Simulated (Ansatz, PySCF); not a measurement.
The pair A = CH2O (SMILES C=O) (first 4 atoms), B = CH2F2 (SMILES FCF); geometry from B3LYP-D3(BJ)/def2-TZVP.
(charge 0, multiplicity 1):
| atom | x (Å) | y (Å) | z (Å) |
|---|---|---|---|
| C | -0.3321 | -0.1009 | -0.0157 |
| O | 0.6460 | -0.7140 | 0.3174 |
| H | -0.5454 | 0.1159 | -1.0798 |
| H | -1.0646 | 0.2758 | 0.7196 |
| F | -0.0730 | 0.7784 | 3.2470 |
| C | 0.0029 | -0.5723 | 3.4398 |
| F | -1.2056 | -1.1133 | 3.1030 |
| H | 0.1833 | -0.7608 | 4.4989 |
| H | 0.7608 | -0.9750 | 2.7707 |

Cores are frozen in the correlated methods. Rows in 6-31G* carry no dispersion term and start afresh at each structure (6-31G* with six Cartesian d functions).

Programs: Ansatz (a quantum-chemistry and plane-wave program); PySCF for 6-31G* rows. Values without a source in brackets are computed.

Total energies (hartree), monomers frozen at their geometry in the pair:

```
structure              B3LYP/6-31G*  MP2/aug-cc-pVDZ  CCSD(T)/aug-cc-pVDZ
---------------------  ------------  ---------------  -------------------
AB                     -353.4797063     -352.7091080         -352.7666132
A in the pair's basis  -114.5021199     -114.2188318         -114.2451717
B in the pair's basis  -238.9752250     -238.4857220         -238.5167028
A                      -114.5003404     -114.2180700         -114.2443820
B                      -238.9729133     -238.4846157         -238.5154877
```

Q: Work out the interaction energy without and with the counterpoise correction, and the superposition error, for each level.

A: 
E(AB) − E(A) − E(B), times 627.509 kcal/mol, with the monomers in their own basis and then in the pair's basis:
- B3LYP/6-31G*: -4.05 uncorrected, -1.48 corrected; the monomers gain 2.57 kcal/mol from borrowed functions
- MP2/aug-cc-pVDZ: -4.03 uncorrected, -2.86 corrected; the monomers gain 1.17 kcal/mol from borrowed functions
- CCSD(T)/aug-cc-pVDZ: -4.23 uncorrected, -2.97 corrected; the monomers gain 1.26 kcal/mol from borrowed functions
